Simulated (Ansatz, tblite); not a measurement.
Isomers of Sn5Cl4⁺ (doublet), found by a short tight-binding search and relaxed with PBE-D4/def2-SVP in Ansatz.

In the def2 sets Sn takes a core potential; there is no spin–orbit coupling. The xTB rows come from tblite.

Other spin states were run for one of them alone.

A:

```xyz
9

Sn    2.599   -1.025    2.443
Sn    0.660    1.703    0.426
Sn    0.051   -1.425   -2.874
Sn    1.074   -1.322   -0.019
Sn   -1.868   -0.700    0.677
Cl   -1.968    1.886    0.591
Cl   -2.353   -0.928   -1.894
Cl    0.840    0.971   -2.441
Cl    0.963    0.840    3.091
```

B:

```xyz
9

Sn   -1.809   -1.972   -0.350
Sn    1.163   -1.951   -0.180
Sn   -0.645    2.375    1.196
Sn    2.489   -1.154    2.169
Sn    0.945   -0.130   -2.525
Cl    0.474    2.110   -1.124
Cl   -2.206    0.320    0.988
Cl   -1.624   -0.760   -2.701
Cl    1.214    1.162    2.526
```

Problem. Estimate which lies lowest at each level, and how far above it the others are (kJ/mol).

Solution. 
```json
{"level": "GFN1-xTB", "A": "0.0", "B": "22.5"}
{"level": "GFN2-xTB", "A": "106.6", "B": "0.0"}
{"level": "PBE-D4/def2-SVP", "A": "0.0", "B": "23.0"}
{"level": "r2SCAN-D4/def2-SVP", "A": "0.0", "B": "17.8"}
{"level": "PBE0-D4/def2-SVP", "A": "0.0", "B": "15.6"}
```
Point groups (tolerance 0.1 Å): A not assigned, B Cs. Lower isomers may exist.
